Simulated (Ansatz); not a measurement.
Reaction (redistribution): `[CH3][In]([Cl])[I]` + `[SiH3]OP` → `[Cl][InH][I]` + `C[SiH2]OP`

Calculated with Ansatz (gas phase, PBE0-D4/def2-TZVP geometries, no zero-point term in ΔE). CBS: MP2 limit from def2 TZ/QZ plus the TZ coupled-cluster correction, frozen cores. DFT in def2-TZVPP. B3LYP here is the variant with VWN-RPA as its local correlation; programs differ in this. def2 core potentials past Kr. For I, In outer-core shells are correlated without core-valence functions, which leaves a few kJ/mol of doubt a bond. One conformer a species, not always the lowest.

`[CH3][In]([Cl])[I]`:

```xyz
7

C    -0.005   -0.070    1.155
In    0.046    0.040   -0.973
Cl    1.881   -0.736   -2.182
I    -1.861    1.022   -2.530
H    -0.123    0.936    1.558
H    -0.858   -0.678    1.457
H     0.921   -0.514    1.514
```

`[SiH3]OP`:

Z-matrix (Å, degrees):
```
Si
O 1 1.650
H 1 1.481 2 106.6
H 1 1.486 2 110.4 3 119.2
H 1 1.486 2 110.3 3 -120.1
P 2 1.645 1 128.7 3 159.1
H 6 1.424 2 98.0 1 -145.8
H 6 1.426 2 98.9 1 121.1
```

`[Cl][InH][I]`:

```xyz
4

Cl    0.415    1.337    1.739
In    0.128   -0.224    0.045
I    -1.416    0.636   -1.913
H     0.873   -1.750    0.129
```

`C[SiH2]OP`:

Cartesian coordinates in Å:
```
C 0.511 1.284 1.024
Si -0.871 0.177 0.457
O -0.285 -1.151 -0.342
P 0.395 -1.174 -1.837
H 1.077 1.667 0.171
H 1.199 0.749 1.682
H 0.109 2.140 1.573
H -1.790 0.926 -0.443
H -1.634 -0.363 1.608
H 1.561 -1.936 -1.534
H -0.273 -2.319 -2.360
```

| level | ΔE (kJ/mol) | difference from CCSD(T)/CBS |
| --- | --- | --- |
| PBE-D4 | -16.9 | -5.7 |
| r2SCAN-D4 | -19.2 | -8.0 |
| PBE0-D4 | -18.9 | -7.7 |
| B3LYP-D4 | -15.4 | -4.2 |
| ωB97X-V | -18.1 | -6.9 |
| ωB97M-V | -19.2 | -8.0 |
| B2PLYP | -11.1 | 0.1 |
| PBE | -15.4 | -4.2 |
| r2SCAN | -18.8 | -7.6 |
| PBE0 | -17.8 | -6.6 |
| B3LYP | -13.0 | -1.8 |
| HF/def2-TZVPP | -17.1 | -5.9 |
| MP2/def2-TZVPP | -5.8 | 5.4 |
| SCS-MP2/def2-TZVPP | -6.4 | 4.8 |
| CCSD/def2-TZVPP | -11.9 | -0.7 |
| CCSD(T)/def2-TZVPP | -10.7 | 0.5 |
| HF/def2-QZVPP | -17.1 | -5.9 |
| MP2/def2-QZVPP | -6.1 | 5.1 |
| SCS-MP2/def2-QZVPP | -6.9 | 4.3 |
| HF/CBS(def2) | -17.1 | -5.9 |
| MP2/CBS(def2) | -6.3 | 4.9 |
| CCSD/CBS(def2) | -12.4 | -1.2 |
| CCSD(T)/CBS | -11.2 | 0 |

Largest T1 diagnostic among the species: 0.012.

In def2-TZVPP, CCSD(T) changes the Hartree–Fock value by +6.4 kJ/mol (the triples alone add +1.2 kJ/mol) and MP2 by +11.3 kJ/mol.
